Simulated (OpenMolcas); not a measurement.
Fe2+.

* Program: OpenMolcas 26.06
* Basis: ANO-L-VQZP [7s6p4d3f2g]
* Scalar Hamiltonian: non-relativistic, point nucleus
* Active space: 6 electrons in 5 orbitals (3d)
* State averaging: 2S+1 = 5 even, 5 roots; 2S+1 = 3 even, 45 roots (30 in the spin-orbit step); 2S+1 = 1 even, 50 roots (0 in the spin-orbit step)
* Spin-orbit coupling: state interaction with AMFI integrals over the reference wave functions, term energies averaged over their components

Two sets of levels on these reference wave functions, in cm-1 above 3d6 5D4: one from CASSCF and one from SS-CASPT2, IPEA 0.25 Eh, imaginary shift 0.1 Eh (closed shells correlated: 3s 3p).

```csv
Level,Set 1,Set 2
3d6 5D4,0.0,0.0
3d6 5D3,443,447
3d6 5D2,756,757
3d6 5D1,957,954
3d6 5D0,1055,1050
3d6 3H6,22750,20190
3d6 3H5,22950,20390
3d6 3H4,23170,20610
3d6 3P2,24910,19100
3d6 3F4,26090,21500
3d6 3P1,26180,20380
3d6 3F3,26270,21670
3d6 3F2,26480,21860
3d6 3P0,26820,21010
```

Problem. Which set is which?

Solution. Set 2 is SS-CASPT2. Its levels of the other terms of 3d6 lie at 0.77 to 0.89 of the other set's values, as expected, since terms of lower spin or lower L gain more correlation energy than the Hund ground term. Against 13 measured levels (Corliss and Sugar, J. Phys. Chem. Ref. Data 11, 135 (1982)) the mean absolute deviation is 100 cm-1 with it and 3000 cm-1 without; single levels miss by up to 310 cm-1 with it.

CASPT2 does not keep the components of a term degenerate, so their means are used; among the terms shown or strongly mixed into the levels shown the widest spread is 110 cm-1 (3d6 3F, SS-CASPT2). Some high roots are left out of the spin-orbit mixing, which shifts the levels that they would mix with. Without dynamic correlation excited terms often stand tens of per cent too high (terms of higher spin than the ground term too low), and those without a measured partner can miss by more than the paired ones (holds for CASSCF). Computed and measured levels are paired by configuration, term and J; levels that our copy of the source lacks, or whose pairing is in doubt (as where it misses far off the trend of its configuration), stay unpaired and out of the deviations. Levels of configurations outside the active space are missing. Levels that lie high or do not pair safely by name in every column are left out.
